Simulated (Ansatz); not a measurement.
The same substitution along the group F, Cl, Br, I.

Isolated molecules relaxed with PBE0-D4/def2-TZVP in Ansatz; ΔE leaves out vibrations. CCSD(T)/CBS is the MP2 limit (def2-TZVPP, def2-QZVPP) plus CCSD(T) − MP2 in def2-TZVPP, frozen cores. This one scheme is used for every species. Functionals use def2-TZVPP. B3LYP here is the variant with VWN-RPA as its local correlation; programs differ in this. Elements past krypton have def2 core potentials. For Br, I, Se outer-core shells are correlated without core-valence functions, which leaves a few kJ/mol of doubt a bond. Scalar relativity is left out up to krypton. Each species was taken in one conformer, which may not be the lowest.

```tsv
reaction	B3LYP-D4 (kJ/mol)	HF/CBS(def2) (kJ/mol)	CCSD(T)/CBS(def2) (kJ/mol)
`F[SiH2]C[SiH3]` + H₂Se → `[SiH3]C[SeH]` + `F[SiH3]`	61	60	60
`[SiH3]C[SiH2]Cl` + H₂Se → `[SiH3]C[SeH]` + `[SiH3]Cl`	60	58	60
`[SiH3]C[SiH2]Br` + H₂Se → `[SiH3]C[SeH]` + `[SiH3]Br`	60	57	61
`[SiH3]C[SiH2]I` + H₂Se → `[SiH3]C[SeH]` + `[SiH3]I`	59	56	61
```

Largest T1 diagnostic: 0.011, for `F[SiH2]C[SiH3]`.
